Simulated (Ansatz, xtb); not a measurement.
Isomers of C4H3ClFN in order of energy

6 gas-phase structures of C4H3ClFN, from a drawn sample of its isomers (lower ones may exist). Each was relaxed with GFN2-xTB:

A. `Fc1cc(Cl)c[nH]1`, a singlet
B. `Fc1[nH]ccc1Cl`, a singlet
C. `Fc1c[nH]cc1Cl`, a singlet
D. `Fc1c[nH]c(Cl)c1`, a singlet
E. `Fc1ccc(Cl)[nH]1`, a singlet
F. `Fc1cc[nH]c1Cl`, a singlet

Task: Estimate their order in r2SCAN-D4/def2-SVP energy at these geometries, lowest first.

Result: Calculated order at r2SCAN-D4/def2-SVP: A (0.0), E (0.3), D (0.9), B (1.8), F (2.3), C (2.5) kcal/mol. Less than 1 kcal/mol parts A and E; E and D; D and B; B and F; F and C, so the order within those pairs means little.

Energies above the lowest of each column, in kcal/mol; the last columns are at PBE0-D3(BJ)/def2-SVP geometries:

```csv
structure,GFN2-xTB,HF/STO-3G,r2SCAN-D4/def2-SVP,PBE0-D3(BJ)/def2-SVP,CCSD(T)/def2-SVP + ΔMP2/def2-TZVPP
A,0.1,0.0,0.0,0.0,0.0
E,0.0,0.9,0.3,0.4,0.6
D,0.8,2.9,0.9,1.0,0.9
B,2.1,1.0,1.8,1.7,1.5
F,2.5,3.5,2.3,2.4,2.0
C,2.9,2.8,2.5,2.6,2.0
```

Every level run on A puts it lowest or level with the lowest. ΔMP2 is the change of the MP2 energy from the smaller to the larger basis.

Over these structures GFN2-xTB departs from r2SCAN-D4/def2-SVP by 0.2 kcal/mol on average once a common shift is removed. A GFN2-xTB relaxation took about 0.062 s and the r2SCAN-D4/def2-SVP energy about 2.8 s on a shared host (Ansatz 0.2.0, xtb 6.7.1).
